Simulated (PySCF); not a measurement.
# Telling isomers of C$_{8}$H$_{9}$F$_{3}$ apart by NMR

[PySCF 2.14.0 with density-fitted response routines: coordinates at the GFN2-xTB level; shielding tensors at PBE0/pcSseg-1 (GIAO); one computed conformer; non-relativistic Hamiltonian; averaged over atoms made equivalent by symmetry, fast rotation or ring inversion; gas phase]

Chemical shifts δ = σref − σ; $^{1}$H (σref 31.72), $^{13}$C (σref 186.93) against TMS, all at this level. Splittings of carbon signals by F and P are missing where no couplings were computed. Where no couplings were computed, multiplicities follow the n + 1 count of equivalent neighbours, and m marks all less simple cases (inequivalent or close neighbours, rings, F or P nearby). Shifts are as computed. Against solution values, carbons near 30 ppm lie about +3 ppm off and those near 130 ppm about +5 ppm. Of 1211 compounds with measured shifts, 218 miss one by over three times the rms of a fit or turn the order of signals round; such compounds aren't used in these exercises.

(1) Tabulate the signals of `FC(F)(F)C1=C[C@@H]2CC[C@H]1C2`, `FC(F)=C(F)[C@]12CC[C@H](C1)C2`, `CC/C=C\C#CCC(F)(F)F` and their relative energies.

(2) What is the quickest way to tell FC(F)(F)C1=C[C@@H]2CC[C@H]1C2 from FC(F)=C(F)[C@]12CC[C@H](C1)C2?

(3) What is the quickest way to tell FC(F)=C(F)[C@]12CC[C@H](C1)C2 from CC/C=C\C#CCC(F)(F)F?

(4) What is the quickest way to tell FC(F)(F)C1=C[C@@H]2CC[C@H]1C2 from CC/C=C\C#CCC(F)(F)F?

Results:

(1) 
| SMILES | carbon types | δC | δH | E rel. (kcal/mol) |
| --- | --- | --- | --- | --- |
| FC(F)(F)C1=C[C@@H]2CC[C@H]1C2 | 2×C 3×CH 3×CH2 | 148.3, 146.9, 132.7, 52.5, 45.9, 45.0, 27.3, 27.3 | 6.83 (m, 1H), 3.01 (m, 1H), 2.88 (m, 1H), 1.87 (m, 1H), 1.81 (m, 1H), 1.56 (m, 1H), 1.34 (m, 1H), 1.14 (m, 1H), 1.13 (m, 1H) | 0.0 |
| FC(F)=C(F)[C@]12CC[C@H](C1)C2 | 3×C 1×CH 4×CH2 | 167.9, 139.9, 48.7, 43.0, 37.9, 30.9, 30.9 | 2.34 (m, 1H), 2.07 (m, 2H), 1.92 (m, 2H), 1.81 (m, 2H), 0.99 (m, 2H) | 39.6 |
| CC/C=C\C#CCC(F)(F)F | 3×C 2×CH 2×CH2 1×CH3 | 158.3, 134.7, 113.3, 92.9, 89.7, 30.5, 29.8, 16.0 | 6.31 (m, 1H), 5.67 (d, 1H), 3.32 (m, 2H), 2.56 (m, 2H), 1.08 (t, 3H) | 36.5 |

Energies are electronic energies at PBE0/pcSseg-1 on these geometries, without zero-point or thermal terms, each for the one conformer computed, which needn't be the lowest.

(2) Count the carbon signals: 8 against 7. The first has an alkene CH at 148.3 ppm, the second an allylic quaternary sp3 carbon (C) at 48.7 ppm. Their most deshielded carbons lie at 148.3 and 167.9 ppm. In the proton spectra the most deshielded non-exchanging signals are 6.83 (m, 1H) and 2.34 (m, 1H).

(3) Count the carbon signals: 7 against 8. The first has an sp3 CH in a ring at 37.9 ppm, the second an alkene CH at 158.3 ppm. Their most deshielded carbons lie at 167.9 and 158.3 ppm. In the proton spectra the most deshielded non-exchanging signals are 2.34 (m, 1H) and 6.31 (m, 1H).

(4) Both give the same number of carbon signals, but DEPT or the intensities differ. The first has an allylic sp3 CH at 45.9 ppm, the second a methyl carbon (CH3) at 16.0 ppm. Their most deshielded carbons lie at 148.3 and 158.3 ppm. In the proton spectra the most deshielded non-exchanging signals are 6.83 (m, 1H) and 6.31 (m, 1H).
